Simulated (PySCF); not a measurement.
How the method moves the HOMO and LUMO of `N[SiH2]C[SiH3]`

CH9NSi2.
Z-matrix (Å and degrees, PBE0-D3(BJ)/def2-SVP geometry), rows numbered from 1:
```
N 
Si  1  1.7361
C   2  1.8770  1  107.96
Si  3  1.8841  2  112.92  1    40.45
H   1  1.0145  2  119.83  3    59.32
H   1  1.0138  2  119.51  3  -159.02
H   2  1.5039  1  115.59  3  -122.38
H   2  1.4951  1  106.11  3   118.93
H   3  1.1040  2  109.90  1   -81.04
H   3  1.1034  2  109.06  1   162.74
H   4  1.4947  3  111.01  2    47.17
H   4  1.4981  3  110.30  2   166.73
H   4  1.4940  3  110.84  2   -74.14
```

Basis pcSseg-2 throughout (PySCF), one geometry. The structure is a single PBE0-D3(BJ)/def2-SVP conformer in the gas phase; no vibrational or solvent corrections.

How do the orbital energies, the gap and the dipole change with the method?

```tsv
method	kind	HOMO (eV)	LUMO (eV)	gap (eV)	μ (D)	SCF cycles
BLYP	GGA	-5.95	-0.55	5.39	1.31	14
OPBE	GGA	-6.00	-0.40	5.60	1.30	15
PBE	GGA	-6.06	-0.60	5.46	1.31	14
B97-D	GGA	-6.06	-0.44	5.61	1.32	14
KT3	GGA	-6.14	-0.70	5.44	1.26	14
KT2	GGA	-6.14	-0.67	5.47	1.26	15
BP86	GGA	-6.17	-0.52	5.64	1.31	14
LDA	LDA	-6.17	-0.75	5.42	1.33	13
B97-2	global hybrid	-7.18	0.21	7.39	1.31	13
B3LYP	global hybrid	-7.22	-0.10	7.11	1.32	14
PBE0	global hybrid	-7.44	0.17	7.61	1.32	13
mPW1PW91	global hybrid	-7.47	0.18	7.65	1.32	13
BHandHLYP	global hybrid	-8.76	0.79	9.55	1.32	12
CAM-B3LYP	range-separated hybrid	-8.86	0.93	9.80	1.32	12
wB97X-D	range-separated hybrid	-9.35	1.88	11.23	1.33	13
LC-wPBE	range-separated hybrid	-10.24	2.11	12.35	1.34	13
HF	Hartree–Fock	-10.84	2.54	13.38	1.36	9
```

The HOMO spans 4.89 eV, from BLYP down to HF, and the gap runs from 5.39 eV (BLYP) to 13.38 eV (HF). Over the methods BLYP (0 %), OPBE (0 %), PBE (0 %), B97-D (0 %), KT3 (0 %), KT2 (0 %), BP86 (0 %), LDA (0 %), B97-2 (21 %), B3LYP (20 %), PBE0 (25 %), mPW1PW91 (25 %), BHandHLYP (50 %), HF (100 %), a straight line through the gap against the share of exact exchange rises by 0.79 eV for each 10 % (correlation coefficient 0.999). The dipole ranges from 1.26 D (KT2) to 1.36 D (HF). This basis has no diffuse functions.

The vertical ΔSCF ionisation energy at wB97X-D/def2-SVPD is 9.68 eV; −ε(HOMO) comes closest to it with wB97X-D (9.35 eV).
